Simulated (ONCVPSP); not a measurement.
**Reading a pseudo-wave (platinum (Pt))**

Columns: radius, all-electron u(r) and pseudo u(r) of the 5d shell (level -4.46 eV) of platinum in the configuration [Kr] 4d10 4f14 5s2 5p6 5d10; PBE, scalar-relativistic, ONCV scheme, ONCVPSP 4.0.1.

| r (bohr) | all-electron | pseudo |
| --- | --- | --- |
| 0.095 | 0.2485 | 0.0021 |
| 0.190 | 0.0262 | 0.0158 |
| 0.285 | -0.3044 | 0.0501 |
| 0.380 | -0.3735 | 0.1095 |
| 0.475 | -0.2342 | 0.1928 |
| 0.570 | -0.0091 | 0.2941 |
| 0.665 | 0.2217 | 0.4043 |
| 0.760 | 0.4204 | 0.5131 |
| 0.855 | 0.5749 | 0.6112 |
| 0.950 | 0.6852 | 0.6919 |
| 1.045 | 0.7568 | 0.7513 |
| 1.140 | 0.7973 | 0.7891 |
| 1.235 | 0.8140 | 0.8070 |
| 1.330 | 0.8129 | 0.8083 |
| 1.425 | 0.7993 | 0.7967 |
| 1.520 | 0.7771 | 0.7758 |
| 1.615 | 0.7492 | 0.7487 |
| 1.710 | 0.7179 | 0.7178 |
| 1.805 | 0.6847 | 0.6847 |
| 1.900 | 0.6508 | 0.6508 |
| 1.995 | 0.6169 | 0.6169 |
| 2.090 | 0.5836 | 0.5836 |
| 2.185 | 0.5513 | 0.5513 |
| 2.280 | 0.5202 | 0.5202 |
| 2.375 | 0.4904 | 0.4904 |
| 2.470 | 0.4620 | 0.4620 |

Q: How many radial nodes do the two functions have?

A: The all-electron 5d function has n − l − 1 = 2; the pseudo-wave has 0, since the states of the same l below it are removed with the core.

Q: At about which radius was the pseudo-wave matched?

A: 1.90 bohr. The columns agree to 0.0005 from 1.61 bohr on; several derivatives are matched, so the curves merge somewhat inside the radius.

Q: Where does each function peak?

A: Outermost all-electron maximum near 1.24 bohr, pseudo maximum near 1.33 bohr (to the table’s step).

Q: Is the pseudo-wave norm-conserving?

A: Yes: the ONCV scheme keeps the norm inside the radius equal to the all-electron one, which fixes the energy derivative of the logarithmic derivative at the level.
